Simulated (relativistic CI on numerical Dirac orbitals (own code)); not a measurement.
# Line list: Forbidden lines, W6+

Calculated at this level of theory: Dirac-Coulomb-Breit CI, KLI orbitals optimised for each configuration, model QED (radiative potential, 1s self-energy scaled to tabulated hydrogen-like ionisation energies), valence Slater integrals scaled by 0.9, P86 correlation estimate, and configurations built on the next ion tied to the tabulated ionisation energy (semi-empirical) (own radial code, finite nucleus).

Configurations in the expansion (outside the closed core [Kr] 4d10): 4f¹⁴5s²5p⁶, 4f¹³5s²5p⁶5d, 4f¹³5s²5p⁶6s, 4f¹³5s²5p⁶6p, 4f¹³5s²5p⁶6d, 4f¹³5s²5p⁶7s, 4f¹³5s²5p⁶5f, 4f¹³5s²5p⁶6f, 4f¹⁴5s²5p⁵5d, 4f¹²5s²5p⁶5d², 4f¹⁴5s²5p⁴5d², 4f¹⁴5s²5p⁵5f, 4f¹⁴5s5p⁶5d, 4f¹⁴5s²5p⁵6s, 4f¹⁴5s²5p⁵5g, 4f¹³5s²5p⁵5d², 4f¹⁴5s²5p⁵6p, 4f¹⁴5s5p⁶5f, 4f¹⁴5s²5p⁴5f², 4f¹²5s²5p⁶5f², 4f¹⁴5p⁶5d², 4f¹⁴5s²5p⁵6d, 4f¹⁴5s5p⁶5g, 4f¹³5s²5p⁶7p. Levels of other configurations are missing.

| λ vac (Å) | Lower | Upper | Type | A (s⁻¹) | gf | Branching (%) |
| --- | --- | --- | --- | --- | --- | --- |
| 2806.2 | 4f¹³5s²5p⁶5d ³P°2 [2] | 4f¹³5s²5p⁶5d ³D°2 [21] | M1 | 5.25e+00 | 3.10e-08 | 6.2 |
| 3811.5 | 4f¹³5s²5p⁶5d ³P°2 [2] | 4f¹³5s²5p⁶5d ³F°2 [14] | M1 | 1.29e+01 | 1.40e-07 | 18.5 |
| 4571.7 | 4f¹³5s²5p⁶5d ³D°3 [4] | 4f¹³5s²5p⁶5d ³G°3 [18] | M1 | 9.72e+00 | 2.13e-07 | n/a |
| 4573.5 | 4f¹³5s²5p⁶5d ³P°2 [2] | 4f¹³5s²5p⁶5d ³D°3 [11] | M1 | 6.78e+00 | 1.49e-07 | n/a |
| 4964.5 | 4f¹³5s²5p⁶5d ³F°4 [10] | 4f¹³5s²5p⁶5d ³G°4 [23] | M1 | 2.13e+01 | 7.08e-07 | 28.3 |
| 5105.9 | 4f¹³5s²5p⁶5d ³F°4 [5] | 4f¹³5s²5p⁶5d ³G°3 [18] | M1 | 7.07e+01 | 1.93e-06 | n/a |
| 5163.3 | 4f¹³5s²5p⁶5d ³H°6 [7] | 4f¹³5s²5p⁶5d ³H°5 [19] | M1 | 8.35e+01 | 3.67e-06 | 80.8 |
| 5272.2 | 4f¹³5s²5p⁶5d ¹D°2 [8] | 4f¹³5s²5p⁶5d ³D°2 [21] | M1 | 3.09e+01 | 6.44e-07 | 36.7 |
| 5382.1 | 4f¹³5s²5p⁶5d ³P°1 [6] | 4f¹³5s²5p⁶5d ³P°0 [16] | M1 | 6.15e+01 | 2.67e-07 | 99.9 |
| 5663.4 | 4f¹³5s²5p⁶5d ³H°5 [3] | 4f¹³5s²5p⁶5d ³H°4 [13] | M1 | 4.27e+01 | 1.85e-06 | 96.9 |
| 5761.5 | 4f¹³5s²5p⁶5d ³F°4 [10] | 4f¹³5s²5p⁶5d ³G°3 [22] | M1 | 3.59e+01 | 1.25e-06 | n/a |
| 5935.4 | 4f¹³5s²5p⁶5d ³G°5 [12] | 4f¹³5s²5p⁶5d ³G°4 [23] | M1 | 4.65e+01 | 2.21e-06 | 61.8 |
| 5948.2 | 4f¹³5s²5p⁶5d ³H°5 [3] | 4f¹³5s²5p⁶5d ³G°5 [12] | M1 | 5.98e+00 | 3.49e-07 | 38.6 |
| 5999.4 | 4f¹³5s²5p⁶5d ³P°2 [2] | 4f¹³5s²5p⁶5d ¹D°2 [8] | M1 | 1.04e+01 | 2.81e-07 | 77.2 |
| 6193.1 | 4f¹³5s²5p⁶5d ³D°3 [4] | 4f¹³5s²5p⁶5d ³F°2 [14] | M1 | 5.66e+01 | 1.63e-06 | 81.2 |
| 6448.5 | 4f¹³5s²5p⁶5d ³D°3 [11] | 4f¹³5s²5p⁶5d ³G°3 [22] | M1 | 1.36e+01 | 5.92e-07 | n/a |
| 7158.4 | 4f¹³5s²5p⁶5d ³F°4 [10] | 4f¹³5s²5p⁶5d ³H°5 [19] | M1 | 7.20e+00 | 6.09e-07 | 7.0 |
| 7261.9 | 4f¹³5s²5p⁶5d ³D°3 [11] | 4f¹³5s²5p⁶5d ³D°2 [21] | M1 | 3.88e+01 | 1.53e-06 | 46.0 |
| 7398.2 | 4f¹³5s²5p⁶5d ³H°5 [3] | 4f¹³5s²5p⁶5d ³F°4 [10] | M1 | 1.82e+01 | 1.34e-06 | 69.6 |
| 7566.5 | 4f¹³5s²5p⁶5d ³H°4 [13] | 4f¹³5s²5p⁶5d ³G°3 [22] | M1 | 4.81e+00 | 2.89e-07 | n/a |
| 8491.8 | 4f¹³5s²5p⁶5d ³D°3 [4] | 4f¹³5s²5p⁶5d ³D°3 [11] | M1 | 1.09e+01 | 8.26e-07 | n/a |
| 9146.4 | 4f¹³5s²5p⁶5d ³F°4 [5] | 4f¹³5s²5p⁶5d ³G°5 [12] | M1 | 9.19e+00 | 1.27e-06 | 59.2 |
| 9368.0 | 4f¹³5s²5p⁶5d ³G°5 [12] | 4f¹³5s²5p⁶5d ³H°5 [19] | M1 | 4.56e+00 | 6.59e-07 | 4.4 |
| 9911.5 | 4f¹³5s²5p⁶5d ³P°2 [2] | 4f¹³5s²5p⁶5d ³D°3 [4] | M1 | 1.98e+00 | 2.05e-07 | n/a |
| 10073.6 | 4f¹³5s²5p⁶5d ³D°3 [4] | 4f¹³5s²5p⁶5d ³F°4 [10] | M1 | 3.05e+00 | 4.17e-07 | 11.7 |
| 10173.6 | 4f¹³5s²5p⁶5d ³H°4 [13] | 4f¹³5s²5p⁶5d ³H°5 [19] | M1 | 7.99e+00 | 1.36e-06 | 7.7 |
| 10540.5 | 4f¹³5s²5p⁶5d ³F°4 [5] | 4f¹³5s²5p⁶5d ³D°3 [11] | M1 | 4.76e+00 | 5.56e-07 | n/a |
| 12316.6 | 4f¹³5s²5p⁶5d ³H°5 [3] | 4f¹³5s²5p⁶5d ³H°6 [7] | M1 | 6.63e+00 | 1.96e-06 | 100.0 |
| 13092.1 | 4f¹³5s²5p⁶5d ³F°4 [5] | 4f¹³5s²5p⁶5d ³F°4 [10] | M1 | 4.84e+00 | 1.12e-06 | 18.5 |
| 15199.5 | 4f¹³5s²5p⁶5d ³D°3 [4] | 4f¹³5s²5p⁶5d ¹D°2 [8] | M1 | 3.08e+00 | 5.33e-07 | 22.8 |

Terms are leading LS components. Brackets give the number of a level in order of energy, since labels repeat. The list gives strong lines, with weight on those to low levels, without configurations that were not tied to measured data, among the lowest 300 of 2226 levels, so that lines to higher ones, which can be the strongest, are missing. Levels whose partners in the same complex of configurations lie outside the list can be far off, and so can their lines. Rates are taken at the computed energies, electric ones in the length gauge.

Configurations that consist of the next ion and one excited electron were tied to the tabulated ionisation energy; Rydberg ones are usually within 1,000 to 3,000 cm⁻¹ and the lowest ones within about 6,000 (9,000 in d shells), while levels on excited terms of the next ion carry the error of that term, and the other configurations can be misplaced by 10,000 cm⁻¹ or more. Rates follow the energies as ν³ (E1, M1) or ν⁵ (E2), so rates, branching and lifetimes can be off by large factors. Levels and lines within the n = 5 or 6 shells can be off by up to 10 % or somewhat more, and those that change n by about 2 %, since core polarisation is missing. Levels that differ in their count of f electrons can be misplaced by several ten thousand cm⁻¹, since the correlation energy of f electrons is missing or only estimated; rates across such gaps can be off by orders of magnitude.

LS names give the leading component of a level, which can be under half, so a name can repeat, a term be missing and a line seem to break the LS rules.
